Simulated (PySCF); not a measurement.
A structure optimised at PBE-D3(BJ)/def2-SVP, used in a PySCF frequency run:

```xyz
9

Zr     0.0000     0.0000     0.7384
O      0.0000     0.0000    -1.1470
C      0.0000     0.0000    -2.5491
H     -0.9021    -0.5208    -2.9351
H      0.0000     1.0416    -2.9351
H      0.9021    -0.5208    -2.9351
H      1.5610     0.9013     1.2462
H      0.0000    -1.8025     1.2462
H     -1.5610     0.9013     1.2462
```
Charge 0, spin multiplicity 1.

Task: Write its SMILES, formula and point group.

Result: C[O][ZrH3], CH₆OZr, C3v

Task: What are its rotational constants (standard atomic weights)?

Result: 38.560, 2.7358, 2.7358 GHz
